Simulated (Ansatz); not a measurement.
Start from `[SiH3]BCBr` and change one atom or group to get `BSCB[SiH3]`.

Ansatz, PBE0-D4/def2-TZVP geometries, multiplicity 1. Each molecule was computed in one conformer, which needn't be the lowest.

Scalar relativity is left out up to krypton.

```csv
property,`[SiH3]BCBr`
HOMO–LUMO gap (B3LYP/def2-TZVPP) / eV,6.27
LUMO energy (ωB97M-V/def2-TZVPP) / eV,0.65
LUMO energy (B3LYP/def2-TZVPP) / eV,-1.50
LUMO energy (PBE/def2-TZVPP) / eV,-2.25
HOMO energy (ωB97M-V/def2-TZVPP) / eV,-10.13
HOMO energy (B3LYP/def2-TZVPP) / eV,-7.78
```

Q: What does the change do to each property? (Estimate.)

A: The calculation gave: 
| property | `BSCB[SiH3]` | shift |
| --- | --- | --- |
| HOMO–LUMO gap (B3LYP/def2-TZVPP) / eV | 5.13 | -1.14 |
| LUMO energy (ωB97M-V/def2-TZVPP) / eV | -0.29 | -0.94 |
| LUMO energy (B3LYP/def2-TZVPP) / eV | -2.45 | -0.95 |
| LUMO energy (PBE/def2-TZVPP) / eV | -3.26 | -1.01 |
| HOMO energy (ωB97M-V/def2-TZVPP) / eV | -9.99 | 0.14 |
| HOMO energy (B3LYP/def2-TZVPP) / eV | -7.57 | 0.21 |

With PBE0 the HOMO rises by 0.16 eV and the LUMO falls by 1.00 eV, so the gap narrows by about 1.16 eV. PBE moves the HOMO by 0.03 eV and ωB97M-V by 0.14 eV.

B3LYP here is the variant with VWN-RPA as its local correlation; programs differ in this.

Spin–orbit coupling is left out; it splits and shifts lone-pair levels of the heavy atoms by tenths of an eV.
